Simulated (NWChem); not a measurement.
System: SeO, triplet; SMILES O=[Se]

NWChem printed, in part:

```
             Northwest Computational Chemistry Package (NWChem) 7.3.0
             --------------------------------------------------------

 ORDER OF PRIMARY AXIS IS BEING SET TO 4
 C4V symmetry detected

                             Geometry "geometry" -> ""
                             -------------------------

 Output coordinates in angstroms (scale by  1.889725989 to convert to a.u.)

  No.       Tag          Charge          X              Y              Z
 ---- ---------------- ---------- -------------- -------------- --------------
    1 O                    8.0000     0.00000000     0.00000000    -1.32914014
    2 Se                  34.0000     0.00000000     0.00000000     0.31273886

 Effective nuclear repulsion energy (a.u.)      87.6655415703

      Symmetry information
      --------------------

 Group name             C4v
 Group number             18
 Group order               8
 No. of unique centers     2

                                Z-matrix (autoz)
                                --------

 Units are Angstrom for bonds and degrees for angles

      Type          Name      I     J     K     L     M      Value
      ----------- --------  ----- ----- ----- ----- ----- ----------
    1 Stretch                  1     2                       1.64188

                           NWChem Geometry Optimization
                           ----------------------------

 maximum gradient threshold         (gmax) =   0.000450
 rms gradient threshold             (grms) =   0.000300
 maximum cartesian step threshold   (xmax) =   0.001800
 rms cartesian step threshold       (xrms) =   0.001200
 fixed trust radius                (trust) =   0.300000
 source of zmatrix                         =   autoz

          -------------------
          Energy Minimization
          -------------------

 Using diagonal initial Hessian
 Scaling for Hessian diagonals: bonds = 1.00  angles = 0.25  torsions = 0.10

          --------
          Step   0

                                 NWChem DFT Module
                                 -----------------

 Summary of "ao basis" -> "ao basis" (spherical)
 ------------------------------------------------------------------------------
       Tag                 Description            Shells   Functions and Types
 ---------------- ------------------------------  ------  ---------------------
 O                          def2-svp                 6       14   3s2p1d
 Se                         def2-svp                12       32   5s4p3d

      Symmetry analysis of basis
      --------------------------

        a1         18
        a2          0
        b1          4
        b2          4
        e          20

            General Information
            -------------------
          SCF calculation type: DFT
          Wavefunction type:  spin polarized.
          No. of atoms     :     2
          No. of electrons :    42
           Alpha electrons :    22
            Beta electrons :    20
          Charge           :     0
          Spin multiplicity:     3
          Use of symmetry is: on ; symmetry adaption is: on
          Maximum number of iterations: 150
          AO basis - number of functions:    46
                     number of shells:    18
          Convergence on energy requested:  1.00D-06
          Convergence on density requested:  1.00D-05
          Convergence on gradient requested:  5.00D-04

              XC Information
              --------------
                         PBE0 Method XC Functional
                     Hartree-Fock (Exact) Exchange  0.250
          PerdewBurkeErnzerhof Exchange Functional  0.750
            Perdew 1991 LDA Correlation Functional  1.000 local
           PerdewBurkeErnz. Correlation Functional  1.000 non-local

             Grid Information
             ----------------
          Grid used for XC integration:  medium
          Radial quadrature: Mura-Knowles
          Angular quadrature: Lebedev.
          Tag              B.-S. Rad. Rad. Pts. Rad. Cut. Ang. Pts.
          ---              ---------- --------- --------- ---------
          O                   0.60       49           6.0       434
          Se                  1.15      112           6.0       590
          Grid pruning is: on
          Number of quadrature shells:   161
          Spatial weights used:  Erf1

      Superposition of Atomic Density Guess
      -------------------------------------

 Sum of atomic energies:       -2474.20293911

      Non-variational initial energy
      ------------------------------

 Total energy =   -2474.224616
 1-e energy   =   -3621.070410
 2-e energy   =    1059.180253
 HOMO         =      -0.193738
 LUMO         =      -0.193738

 !!!!!!!!!!!!!!!!!!!!!!!!!!!!!!!!!!!!!!!!!!!!!!!!!!!!!!!!!!!!!!!!!!!!!!
 Warning - the HOMO and LUMO are degenerate and you are using symmetry.
 This can lead to non-variational energies and poor convergence.
 Modify the initial guess, or use an open-shell wavefunction, or turn
 off symmetry.
 !!!!!!!!!!!!!!!!!!!!!!!!!!!!!!!!!!!!!!!!!!!!!!!!!!!!!!!!!!!!!!!!!!!!!!

   Symmetry analysis of molecular orbitals - initial alpha
   -------------------------------------------------------

 !! scf_movecs_sym_adapt:    8 vectors were symmetry contaminated

[...]

      ----------------------
      Optimization converged
      ----------------------

  Step       Energy      Delta E   Gmax     Grms     Xrms     Xmax
  ---- ---------------- -------- -------- -------- -------- --------
@    1   -2475.99661607 -2.1D-09  0.00000  0.00000  0.00000  0.00000
                                     ok       ok       ok       ok

                                Z-matrix (autoz)
                                --------

 Units are Angstrom for bonds and degrees for angles

      Type          Name      I     J     K     L     M      Value     Gradient
      ----------- --------  ----- ----- ----- ----- ----- ---------- ----------
    1 Stretch                  1     2                       1.64187   -0.00000

                         Geometry "geometry" -> "geometry"
                         ---------------------------------

 Output coordinates in angstroms (scale by  1.889725989 to convert to a.u.)

  No.       Tag          Charge          X              Y              Z
 ---- ---------------- ---------- -------------- -------------- --------------
    1 O                    8.0000     0.00000000     0.00000000    -1.32913810
    2 Se                  34.0000     0.00000000     0.00000000     0.31273681

 Effective nuclear repulsion energy (a.u.)      87.6657598181

      Symmetry information
      --------------------

 Group name             C4v
 Group number             18
 Group order               8
 No. of unique centers     2

                Final and change from initial internal coordinates
                --------------------------------------------------

                                Z-matrix (autoz)
                                --------

 Units are Angstrom for bonds and degrees for angles

      Type          Name      I     J     K     L     M      Value       Change
      ----------- --------  ----- ----- ----- ----- ----- ---------- ----------
    1 Stretch                  1     2                       1.64187   -0.00000

 ==============================================================================
                                internuclear distances
 ------------------------------------------------------------------------------
       center one      |      center two      | atomic units |  angstroms
 ------------------------------------------------------------------------------
    2 Se               |   1 O                |     3.10269  |     1.64187
 ------------------------------------------------------------------------------
                         number of included internuclear distances:          1
 ==============================================================================

[second-derivative integrals and response iterations left out]

  Vibrational analysis via the FX method

  See chapter 2 in "Molecular Vibrations" by Wilson, Decius and Cross

  Vib: Default input used

[...]

 Rotational Constants
 --------------------
 A=   0.000000 cm-1  (  0.000000 K)
 B=   0.470205 cm-1  (  0.676505 K)
 C=   0.470205 cm-1  (  0.676505 K)

 Temperature                      =   298.15K
 frequency scaling parameter      =   1.0000

 Linear Molecule

 Zero-Point correction to Energy  =    1.368 kcal/mol  (  0.002180 au)
 Thermal correction to Energy     =    2.876 kcal/mol  (  0.004582 au)
 Thermal correction to Enthalpy   =    3.468 kcal/mol  (  0.005526 au)

 Total Entropy                    =   53.736 cal/mol-K
   - Translational                =   39.545 cal/mol-K (mol. weight =  94.9132)
   - Rotational                   =   14.080 cal/mol-K (symmetry #  =        1)
   - Vibrational                  =    0.111 cal/mol-K

 Cv (constant volume heat capacity) =    5.392 cal/mol-K
   - Translational                  =    2.979 cal/mol-K
   - Rotational                     =    1.986 cal/mol-K
   - Vibrational                    =    0.426 cal/mol-K

[normal modes left out]

 ----------------------------------------------------------------------------
 Normal Eigenvalue ||           Projected Infra Red Intensities
  Mode   [cm**-1]  || [atomic units] [(debye/angs)**2] [(KM/mol)] [arbitrary]
 ------ ---------- || -------------- ----------------- ---------- -----------
    1        0.000 ||    0.004635           0.107         4.519      17.220
    2        0.000 ||    0.004635           0.107         4.519      17.220
    3        0.000 ||    0.000940           0.022         0.916       3.490
    4        0.000 ||    0.000940           0.022         0.916       3.490
    5        0.000 ||    0.000000           0.000         0.000       0.000
    6      957.229 ||    0.005001           0.115         4.876      18.580
 ----------------------------------------------------------------------------
```

Level: PBE0/def2-SVP, spin-unrestricted. This build's default masses of Se (78.918 u) and Br (79.917 u) are each other's, which moves their modes by up to 0.6 %. No stability test was run on the SCF state.

Question: Reconstruct the input file.

Answer: One answer among several that fit: the input that was run:
```
start job
memory heap 200 mb stack 900 mb global 1100 mb
geometry units angstroms
  O      0.000000     0.000000    -1.317428
  Se     0.000000     0.000000     0.324451
end
basis spherical
  * library def2-svp
end
dft
  odft
  mult 3
  xc pbe0
  iterations 150
end
driver
  maxiter 120
end
task dft optimize
task dft freq
```
